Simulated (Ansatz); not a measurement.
A structure relaxed at r2SCAN-D4/def2-SVP in Ansatz, charge 0, singlet:

```csv
atom,x (Å),y (Å),z (Å)
Mg1,-1.127,-0.870,-0.286
Cl2,-2.834,-2.190,-0.721
F3,0.477,-0.252,-1.109
Mg4,1.125,0.873,0.287
Cl5,2.836,2.189,0.717
F6,-0.477,0.251,1.112
```

**Question.** Give its formula, name or SMILES and point group.

**Answer.** (ClMg-mu-F)2 (Mg2Cl2F2). Point group D2h (tolerance 0.1 Å).

**Question.** Summarise the bond lengths by kind (pairs closer than 1.2 times the sum of covalent radii, bridged metal pairs left out).

**Answer.** 4 × F–Mg 1.91 Å; 2 × Cl–Mg 2.20 Å.
